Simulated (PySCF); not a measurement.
Ge(F)2(Br)(NH2) (BrF2GeH2N), SMILES [NH2][Ge]([F])([F])[Br].

The structure is a stationary point at B3LYP-D3(BJ)/def2-SVP. The structure was generated by enumeration, and PubChem lists no compound with its InChIKey, so it may never have been made. One conformer was computed; it need not be the lowest.

These are PBE/def2-TZVP (PySCF) values and carry that method's errors.

Computed frontier levels, gap, dipole moment and polarisability:
The highest occupied level comes out as -7.19 eV, the lowest empty level comes out as -2.36 eV and the orbital gap is 4.83 eV. The dipole moment is 3.20 D and the quadrupole, principal values (traceless, Buckingham form, about the centre of nuclear charge) is -6.51, -2.20, 8.71 D·Å. The mean static polarisability is 55.6 bohr³ (8.23 Å³) and the polarisability, principal values comes out as 46.0, 49.2, 71.5 bohr³.
